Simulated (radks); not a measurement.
Problem. These are the eigenvalues of the occupied orbitals of an atom or ion with whole-number occupations (eV). All-electron calculation, scalar-relativistic Kohn-Sham, r2SCAN, spin-polarised, spherical densities, finite nucleus; meta-GGA in the generalised Kohn-Sham scheme; Fermi nuclear charge, rms radius of each element as measured or else 0.836 A^(1/3) + 0.57 fm. Program: a radial shooting solver on a logarithmic mesh with Libxc functionals.

orbital  eigenvalue
1s down   -7765.503
1s up     -7765.498
2s up     -1061.821
2s down   -1060.566
2p up     -929.5537
2p down   -928.6068
3s up     -239.1874
3s down   -236.9399
3p up     -199.2793
3p down   -197.0244
3d up     -136.8742
4s up      -82.4976
4s down    -82.0734

Which element is it, and in what charge state? The configuration may be excited. Open shells, if any, are filled with parallel spins first.

Solution. Z = 27, cobalt, charge +6: Co6+ in [Ar] 3d1 4s2. The list shows which subshells hold electrons but not how many an open one holds; the 1s level, -285.38 hartree, gives Z - s = 23.9 by -(Z - s)^2/2, which with screening and relativity narrows Z to a few neighbours, and the depths of the outer levels then fix element, charge and occupations together.
